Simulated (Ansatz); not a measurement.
Breaking a bond: GaBe (anion, charge -1), lowest singlet found (which spin is the ground state isn't settled by this scan).

Computed with: UKS-PBE = Ansatz (an electronic-structure program) with unrestricted PBE/aug-cc-pVDZ; RKS-PBE = restricted PBE/aug-cc-pVDZ (Ansatz); FCI = full CI/aug-cc-pVDZ, cores with 3d frozen run with Ansatz.

Energies relative to the lowest point of each curve between 1.90 and 2.47 Å, where full CI is lowest, in kJ/mol:

| R / Å | UKS-PBE | RKS-PBE |
|---|---|---|
| 1.58 | 323.9 | 343.2 |
| 1.72 | 168.9 | 183.2 |
| 1.82 | 99.0 | 110.2 |
| 1.90 | 60.6 | 69.5 |
| 1.97 | 36.8 | 43.9 |
| 2.09 | 11.9 | 16.3 |
| 2.15 | 5.2 | 8.3 |
| 2.20 | 1.8 | 3.9 |
| 2.25 | 0.0 | 1.3 |
| 2.35 | 0.4 | 0.0 |
| 2.47 | 5.5 | 3.5 |

**Question.** What does FCI give at the same points?

**Answer.** 1.58: 384.1; 1.72: 212.0; 1.82: 131.6; 1.90: 85.9; 1.97: 56.5; 2.09: 23.6; 2.15: 13.5; 2.20: 7.6; 2.25: 3.6; 2.35: 0.0; 2.47: 1.3 (kJ/mol).

The scan ran from 1.58 to 7.35 Å; beyond the distances shown full CI changes its symmetry label. The unrestricted determinant behind UKS-PBE is spin-contaminated at 1.58 to 2.47 Å (<S²> up to 1.0, against 0.00 for a pure singlet). Where the anion isn't bound against loss of the electron, the finite basis alone holds it. The restricted form behind RKS-PBE keeps the bonding electrons paired and can't separate into open-shell fragments.
